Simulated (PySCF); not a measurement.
Job file and geometry (Å, from GFN2-xTB) of an NMR shielding run on `BC1=C[C@@H]2CC[C@H]1C2`, C7H11B, GIAO PBE0/pcSseg-1 NMR shielding, non-relativistic, gas phase (PySCF 2.14.0, density-fitted response routines); density fitting, a coarse starting grid and PySCF grid level 2 are the driver's defaults:

```
$ OMP_NUM_THREADS=1 python probes_run.py task.json out

{"job": {"kind": "nmr", "xc": "PBE0", "basis": "pcSseg-1"}, "charge": 0, "multiplicity": 1}
B      2.660672     0.409625     0.202041
C      1.137380     0.450885     0.095272
C      0.260531     1.002100     0.959043
C     -1.133716     0.724355     0.487425
C     -1.343177    -0.792691     0.718932
C     -0.366523    -1.431376    -0.284711
C      0.273988    -0.204682    -0.971953
C     -0.916818     0.755189    -1.028990
H      3.199344     1.051555     1.019016
H      3.289678    -0.251947    -0.530638
H      0.492677     1.492247     1.888639
H     -1.920003     1.351745     0.900938
H     -1.128249    -1.071888     1.749838
H     -2.376144    -1.063330     0.500432
H     -0.892975    -2.047181    -1.013950
H      0.387303    -2.048321     0.203230
H      0.776327    -0.432318    -1.908557
H     -0.647316     1.744927    -1.396685
H     -1.762785     0.370356    -1.596784
```

Task: Write the output of this run.

Result: 
```
coarse grid: 15512 points
cycle   1  E = -297.6682576558  dE =  1.150e+00  |g| = 3.885e-01  |ddm| = 3.835e+00
cycle   2  E = -297.6496535614  dE =  1.860e-02  |g| = 4.918e-01  |ddm| = 9.133e-01
cycle   3  E = -297.7120453356  dE = -6.239e-02  |g| = 7.798e-02  |ddm| = 5.691e-01
cycle   4  E = -297.7131077083  dE = -1.062e-03  |g| = 4.046e-02  |ddm| = 9.567e-02
cycle   5  E = -297.7134824610  dE = -3.748e-04  |g| = 1.256e-02  |ddm| = 4.803e-02
cycle   6  E = -297.7135249316  dE = -4.247e-05  |g| = 2.948e-03  |ddm| = 1.517e-02
cycle   7  E = -297.7135270955  dE = -2.164e-06  |g| = 5.341e-04  |ddm| = 2.710e-03
final grid: 148760 points
cycle   8  E = -297.7621767144  dE = -5.180e-05  |g| = 8.818e-03  |ddm| = 4.771e-02
cycle   9  E = -297.7621600769  dE =  1.664e-05  |g| = 1.224e-02  |ddm| = 2.141e-02
cycle  10  E = -297.7621973211  dE = -3.724e-05  |g| = 9.437e-04  |ddm| = 1.263e-02
cycle  11  E = -297.7621975192  dE = -1.981e-07  |g| = 4.933e-04  |ddm| = 1.386e-03
cycle  12  E = -297.7621975818  dE = -6.263e-08  |g| = 1.174e-04  |ddm| = 5.070e-04
cycle  13  E = -297.7621975850  dE = -3.219e-09  |g| = 2.950e-05  |ddm| = 1.209e-04
cycle  14  E = -297.7621975852  dE = -1.928e-10  |g| = 6.665e-06  |ddm| = 3.226e-05
converged SCF energy = -297.7621975852

GIAO shielding tensors (ppm)
atom      isotropic    diamagn.    paramagn.     s11        s22        s33       span
  0 B       32.233     192.023    -159.790    -19.292    -12.451    128.443    147.734
  1 C       19.252     253.182    -233.930    -88.207    -21.483    167.447    255.654
  2 C        8.002     252.582    -244.580    -97.049    -21.483    142.539    239.588
  3 C      138.154     248.816    -110.663    128.391    136.231    149.839     21.448
  4 C      162.056     247.068     -85.012    147.107    160.130    178.930     31.823
  5 C      159.634     246.589     -86.954    147.200    154.820    176.884     29.684
  6 C      137.344     244.549    -107.205    125.157    137.052    149.823     24.666
  7 C      135.710     248.045    -112.336    109.128    140.453    157.549     48.421
  8 H       24.875      29.451      -4.576     19.199     27.202     28.225      9.025
  9 H       24.812      30.010      -5.198     18.838     26.995     28.602      9.764
 10 H       24.121      32.505      -8.384     22.616     24.151     25.597      2.981
 11 H       28.702      31.749      -3.047     25.117     25.669     35.320     10.204
 12 H       30.731      29.627       1.104     25.579     27.543     39.070     13.491
 13 H       29.845      29.868      -0.023     25.083     27.210     37.242     12.159
 14 H       29.836      30.137      -0.301     24.910     27.299     37.298     12.388
 15 H       30.667      29.902       0.765     25.738     27.678     38.583     12.845
 16 H       28.502      32.287      -3.785     24.914     25.397     35.195     10.281
 17 H       30.265      30.809      -0.544     26.464     27.257     37.074     10.611
 18 H       30.587      31.447      -0.860     26.344     26.974     38.441     12.097
```

Size and cost of the density-fitted run: 191 basis functions, of the order of 110 core-seconds.
